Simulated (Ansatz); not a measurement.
**doublet H: levels of theory in one basis**

A single H atom.

Basis set: def2-TZVP (spherical functions). All electrons are correlated. Correlation on ROHF uses semicanonical orbitals with singles. Charge 0, multiplicity 2.

Computed with Ansatz (development build ahead of 0.2.0); each method stands on the lowest determinant of its kind that the runs found.

```json
{"method": "ROHF", "E − E(ROHF) (eV)": "0.00", "<S²> of the determinant": "0.75"}
{"method": "ROHF-MP2", "E − E(ROHF) (eV)": "0.00", "<S²> of the determinant": "–"}
```

Is a single determinant a sound starting point here?

By this sign, yes. Unrestricted orbitals gain 0.00 eV and <S²> is 0.75 against 0.75 for a pure state.
